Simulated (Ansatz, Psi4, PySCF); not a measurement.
CH3ClGa (SMILES [CH3][Ga][Cl]), doublet, geometry from GFN2-xTB (such geometries of metal compounds can be far from the true shape) (the spin is typed, not shown lowest). Base run: PySCF with PBE0/def2-SVP.

Input for PySCF:
```python
from pyscf import gto, scf, dft

mol = gto.Mole()
mol.atom = '''
    Ga    0.501768    0.313517    0.109440
    C    -0.421486    1.586176   -1.419512
    H    -1.349949    1.963541   -0.994626
    H    -0.632999    0.938123   -2.268130
    H     0.230507    2.404827   -1.710429
    Cl   -0.663144   -1.443681    0.593977
'''
mol.basis = 'def2-svp'
mol.charge = 0
mol.spin = 1
mol.verbose = 3
mol.build()

mf = dft.UKS(mol)
mf.xc = 'pbe0'
mf.kernel()
```

The same geometry, method and basis name were run in Ansatz (a quantum-chemistry and plane-wave program) and Psi4 and PySCF, at each program's defaults and at the settings that a row names. The base is PySCF at its defaults. Differences at the defaults can come from grids, fitting, cores and function types together.

| code and settings | ΔE vs base (µEh) | basis functions | E (Eh) | SCF cycles | dipole (D) |
|---|---|---|---|---|---|
| PySCF, defaults (exact integrals, its default grid, spherical functions) | 0.0 | 79 | -2424.11130 | 11 | 2.13 |
| Psi4, defaults (density fitting with its default set, its default grid, spherical functions) | -15.4 | 79 | -2424.11132 | 11 | 2.13 |
| Ansatz, defaults (factorised integrals, its default grid, spherical functions) | 1.3 | 79 | -2424.11130 | - | - |
| PySCF, density fitting with def2-universal-jkfit | -17.0 | 79 | -2424.11132 | 11 | 2.13 |
| PySCF, fine grid | 0.4 | 79 | -2424.11130 | 11 | 2.13 |
| Psi4, exact integrals, spherical functions, fine grid | 2.0 | 79 | -2424.11130 | 16 | 2.13 |
| Ansatz, high accuracy | 0.9 | 79 | -2424.11130 | - | - |

Open shells are given as the SCF converged; they aren't shown to be the lowest states, and a large step between rows can be another state.
